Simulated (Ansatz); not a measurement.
A CCSD(T) single point on C₇H₁₉HfNO₂, SMILES `C[N](C)[Hf]([OH])([OH])[CH2]C(C)(C)C`.

```yaml
crystal:
  periodic: [false, false, false]
  atoms:
    - {symbol: C, position_ang: [0.649822, 0.446736, 2.917281]}
    - {symbol: N, position_ang: [-0.100919, 1.068943, 1.853465]}
    - {symbol: C, position_ang: [0.396973, 2.382645, 1.529876]}
    - {symbol: Hf, position_ang: [-1.659990, 0.132942, 0.941733]}
    - {symbol: O, position_ang: [-2.707333, 1.436301, -0.023903]}
    - {symbol: O, position_ang: [-2.509896, -1.084895, 2.178660]}
    - {symbol: C, position_ang: [-0.767795, -1.240195, -0.602902]}
    - {symbol: C, position_ang: [0.418686, -0.833378, -1.487904]}
    - {symbol: C, position_ang: [0.165062, 0.536905, -2.112861]}
    - {symbol: C, position_ang: [1.694872, -0.773829, -0.652327]}
    - {symbol: C, position_ang: [0.613914, -1.855467, -2.609261]}
    - {symbol: H, position_ang: [0.243652, -0.540161, 3.158507]}
    - {symbol: H, position_ang: [0.625304, 1.048660, 3.837763]}
    - {symbol: H, position_ang: [1.706446, 0.310500, 2.642341]}
    - {symbol: H, position_ang: [-0.209393, 2.847611, 0.748183]}
    - {symbol: H, position_ang: [0.380120, 3.049158, 2.405021]}
    - {symbol: H, position_ang: [1.436227, 2.345642, 1.169170]}
    - {symbol: H, position_ang: [-3.421954, 1.907782, -0.437633]}
    - {symbol: H, position_ang: [-3.140055, -1.553722, 2.714354]}
    - {symbol: H, position_ang: [-1.627902, -1.479938, -1.252911]}
    - {symbol: H, position_ang: [-0.531596, -2.187256, -0.094031]}
    - {symbol: H, position_ang: [0.973811, 0.815890, -2.795435]}
    - {symbol: H, position_ang: [0.098163, 1.317590, -1.348113]}
    - {symbol: H, position_ang: [-0.771475, 0.544520, -2.677567]}
    - {symbol: H, position_ang: [1.909964, -1.747532, -0.202185]}
    - {symbol: H, position_ang: [2.554445, -0.492476, -1.268311]}
    - {symbol: H, position_ang: [1.597177, -0.044328, 0.155200]}
    - {symbol: H, position_ang: [0.788739, -2.853167, -2.197007]}
    - {symbol: H, position_ang: [-0.273886, -1.908549, -3.245993]}
    - {symbol: H, position_ang: [1.468809, -1.596909, -3.243233]}
basis:
  gaussian: {orbitals: def2-TZVPP}
correlation: {method: ccsd_t}
output: {orbitals: {seedname: orbitals}}
```

```sh
$ ansatz run in.yaml --threads 11 --pin off --events-out ev --progress --plain --backend cuda
```

Output of Ansatz, abridged:

```
Functional definition: HF
3732 factors; integrals over basis functions are off by at most 1.2e-3 eV
mean field evaluation 1: about -14357.6816 eV, gradient 7.9e1 eV
mean field evaluation 2: about -14358.1338 eV, gradient 7.9e1 eV
mean field evaluation 4: about -14371.5247 eV, gradient 7.7e0 eV
mean field evaluation 8: about -14371.7347 eV, gradient 4.5e-1 eV
mean field evaluation 16: about -14371.7358 eV, gradient 1.6e-6 eV
mean field -14371.73577428 eV, -528.1515481925 hartree, gradient 1.6e-6 eV, S^2 0.000000; 0 other end points of the search recorded, 0 dependent functions left out
10 core orbitals not correlated: weight in the atoms' cores, before any rotation towards them, 1.000 or more for the frozen orbitals, at most 0.000 for the correlated occupied ones
reference -14371.73577428 eV, -528.1515481925 hartree; 38, 38 occupied and 584, 584 virtual orbitals, 3732 factors
second order -61.95153719 eV of doubles, -0.00000000 eV of singles
cycle   1  -62.19476251 eV  change   -2.4e-1 eV  update   1.8e-1
cycle   2  -63.58520502 eV  change    -1.4e0 eV  update   6.0e-2
cycle   3  -63.99200068 eV  change   -4.1e-1 eV  update   3.3e-2
cycle   4  -63.97908867 eV  change    1.3e-2 eV  update   9.0e-3
cycle   5  -63.97049066 eV  change    8.6e-3 eV  update   4.3e-3
cycle   6  -63.97314386 eV  change   -2.7e-3 eV  update   1.5e-3
cycle   7  -63.97252340 eV  change    6.2e-4 eV  update   6.1e-4
cycle   8  -63.97217937 eV  change    3.4e-4 eV  update   1.9e-4
cycle   9  -63.97229307 eV  change   -1.1e-4 eV  update   9.3e-5
cycle  10  -63.97230631 eV  change   -1.3e-5 eV  update   2.8e-5
perturbative correction -2.63497886 eV, -0.0968336872 hartree
Total energy: -14438.34305945 eV, -530.5993207744 hartree
```

Run time 2.1 min (11 threads of an AMD EPYC 7R13 on a shared host and a whole NVIDIA H100 80 GB); peak host memory 4 GiB.

The correlation energy is -66.607 eV, 4.0 % of it from (T); the T1 diagnostic reads 0.0133.
